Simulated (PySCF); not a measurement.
Species: C₂H₁₁NSi₂.
SMILES with atom numbers: `[NH2:1][CH2:2][CH:3]([SiH3:4])[SiH3:5]` (hydrogens: H6, H7 on N1; H8, H9 on C2; H10 on C3; H11, H12, H13 on Si4; H14, H15, H16 on Si5)

Structure used (GFN2-xTB), in Å, numbered top down from 1:
```
atom  x, y, z in Å
N1    -1.7605   -1.2140   -0.7790
C2    -0.4157   -1.1676   -0.2276
C3     0.2185    0.2066   -0.4432
Si4    2.0939    0.1245   -0.1203
Si5   -0.6401    1.5718    0.5736
H6    -2.3637   -0.5647   -0.2856
H7    -2.1537   -2.1432   -0.6739
H8     0.1632   -1.9337   -0.7561
H9    -0.3811   -1.4186    0.8481
H10    0.0791    0.4530   -1.5010
H11    2.6931    1.4334   -0.3812
H12    2.3492   -0.2634    1.2699
H13    2.7026   -0.8736   -1.0053
H14   -0.6853    1.1653    1.9827
H15   -2.0157    1.8109    0.1198
H16    0.1086    2.8221    0.4449
```

Vertical excitations from PySCF (density fitting, frozen core in the response, grid level 2 and gas phase unless stated; continuum runs use non-equilibrium linear response for the excitations) on a GFN2-xTB geometry. Reference run:

```json
{"settings": "PBE0/def2-SVPD, full TDDFT, 6 singlets", "S1, eV (f)": "6.10 (0.011)", "S2, eV (f)": "6.70 (0.009)", "S3, eV (f)": "6.85 (0.003)", "S4, eV (f)": "7.12 (0.006)", "S5, eV (f)": "7.24 (0.002)", "S6, eV (f)": "7.36 (0.010)", "T1, eV (Tamm–Dancoff)": "5.86", "mean α (au)": "89.2"}
```

Task: What do these settings give: PBE/3-21G, start guess vsap, full TDDFT, 12 singlets?

Result: 
| settings | S1, eV (f) | S2, eV (f) | S3, eV (f) | S4, eV (f) | S5, eV (f) | S6, eV (f) | T1, eV (Tamm–Dancoff) | mean α (au) |
| --- | --- | --- | --- | --- | --- | --- | --- | --- |
| PBE/3-21G, start guess vsap, full TDDFT, 12 singlets | 4.82 (0.011) | 5.47 (0.001) | 5.74 (0.009) | 5.90 (0.003) | 6.26 (0.003) | 7.09 (0.005) | – | 70.3 |

S1 moves by -1.28 eV; functional and basis change together, so the shift can't be laid on one. States are counted by energy in each run and needn't keep their character from row to row.

Task: Which orbital pairs make up S1 in each run, and how does it sit against the orbital gap?

Result: 
```
                                            settings  S1 configurations (weight)  S1 (eV)  orbital gap (eV)  S1 − gap (eV)
              PBE0/def2-SVPD, full TDDFT, 6 singlets        H→L 0.84, H→L+2 0.13     6.10              7.33          -1.23
PBE/3-21G, start guess vsap, full TDDFT, 12 singlets                    H→L 1.00     4.82              4.77          +0.05
```

One conformer stands for the species.
